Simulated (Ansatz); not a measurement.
Consider the ligand exchange at the As–C bond: `[AsH2]CB1CC1` + `C[SeH]` → `C[Se][AsH2]` + `CB1CC1`.

Program: Ansatz. Geometries: PBE0-D4/def2-TZVP. ΔE: electronic, gas phase. CCSD(T)/CBS adds triple-zeta CCSD(T) − MP2 to the extrapolated MP2 energy (def2 sets, frozen cores). Functionals use def2-TZVPP. B3LYP here is the variant with VWN-RPA as its local correlation; programs differ in this. For As, Se outer-core shells are correlated without core-valence functions, which leaves a few kJ/mol of doubt a bond. Scalar relativity is left out up to krypton. Each species was taken in one conformer, which may not be the lowest.

`[AsH2]CB1CC1`:

```xyz
13

As   -1.367    1.864   -0.714
C     0.398    1.538    0.173
B     0.415    0.017    0.205
C     0.060   -1.293    0.912
C     0.753   -1.315   -0.469
H    -1.191    0.832   -1.822
H    -2.165    0.885    0.140
H     0.331    2.051    1.132
H     1.132    2.026   -0.470
H    -0.965   -1.648    0.953
H     0.645   -1.619    1.768
H     1.785   -1.654   -0.503
H     0.168   -1.684   -1.306
```

`C[SeH]`:

Cartesian coordinates in Å:
```
C 0.081 -0.500 -0.203
Se -0.347 1.398 -0.300
H 1.090 -0.646 0.173
H 0.020 -0.873 -1.225
H -0.644 -1.025 0.415
H -0.200 1.646 1.140
```

`C[Se][AsH2]`:

Cartesian coordinates in Å:
```
C 1.428 -0.448 -0.002
Se 0.186 0.858 -0.754
As -1.742 0.073 0.382
H 2.400 -0.226 -0.442
H 1.486 -0.341 1.079
H 1.130 -1.458 -0.273
H -2.226 1.442 0.842
H -2.661 0.099 -0.832
```

`CB1CC1`:

Z-matrix (Å, degrees):
```
C
B 1 1.541
H 1 1.101 2 105.5
H 1 1.092 2 114.1 3 116.3
H 1 1.092 2 114.0 3 -116.1
C 2 1.527 1 149.6 3 -86.8
C 2 1.527 1 149.5 3 85.8
H 6 1.087 2 120.4 1 69.8
H 6 1.087 2 120.2 1 -78.4
H 7 1.087 2 120.2 1 78.4
H 7 1.087 2 120.4 1 -69.8
```

(1) Is it downhill or uphill in electronic energy at CCSD(T)/CBS, and by how much? (An estimate is asked.)

(2) What do these levels give: PBE0-D4, B3LYP-D4, ωB97M-V, PBE, PBE0, MP2/def2-TZVPP, SCS-MP2/def2-TZVPP, CCSD/def2-TZVPP, CCSD(T)/def2-TZVPP, SCS-MP2/def2-QZVPP, MP2/CBS(def2), CCSD/CBS(def2)? (Estimate.)

Largest T1 diagnostic among the species: 0.011.

Results:

(1) The calculation gave: Downhill: ΔE = -44.6 kJ/mol.

(2) Ansatz gave: PBE0-D4 -49.4, B3LYP-D4 -52.3, ωB97M-V -47.6, PBE -51.4, PBE0 -51.8, MP2/def2-TZVPP -38.6, SCS-MP2/def2-TZVPP -41.1, CCSD/def2-TZVPP -40.8, CCSD(T)/def2-TZVPP -38.3, SCS-MP2/def2-QZVPP -44.4, MP2/CBS(def2) -44.9, CCSD/CBS(def2) -47.1 kJ/mol.

The D4 term adds +4.1 kJ/mol with B3LYP and +2.4 kJ/mol with PBE0; it sums over pairs of atoms, weighted by their polarisabilities, and B3LYP, whose exchange is more repulsive, gets the larger term. In def2-TZVPP, CCSD(T) changes the Hartree–Fock value by +21.4 kJ/mol (the triples alone add +2.5 kJ/mol) and MP2 by +21.1 kJ/mol.
